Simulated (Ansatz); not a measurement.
```yaml
crystal:
  periodic: [false, false, false]
  atoms:
    - {symbol: Si, position_ang: [-0.560927, 0.386973, -0.252712]}
    - {symbol: Sb, position_ang: [1.787927, 0.351657, 0.807645]}
    - {symbol: Cl, position_ang: [1.850233, -2.005800, 0.766634]}
    - {symbol: H, position_ang: [-0.519272, -0.264600, -1.587359]}
    - {symbol: H, position_ang: [-1.518576, -0.334282, 0.624903]}
    - {symbol: H, position_ang: [-0.997385, 1.802153, -0.405410]}
basis:
  gaussian: {orbitals: x2c-TZVPPall, fitting: {mean_field: cc-pVTZ-jkfit}}
magnetization: {spin_polarized: true, initial_magnetization: 1}
hamiltonian: {xc: {name: PBE-QIDH}}
kpoints: {mp_grid: {grid: [2, 2, 2]}}
output: {forces: true}
```

```sh
$ ansatz run in.yaml --threads 4 --pin off --events-out ev --progress --plain --max-ram 10444MiB
```

**Question.** How does Ansatz answer? (Estimate.)

**Answer.** Ansatz gave: The program refused the input.
```
Error: invalid value for `basis.gaussian`: such a run doesn't read kpoints; remove what it names
```
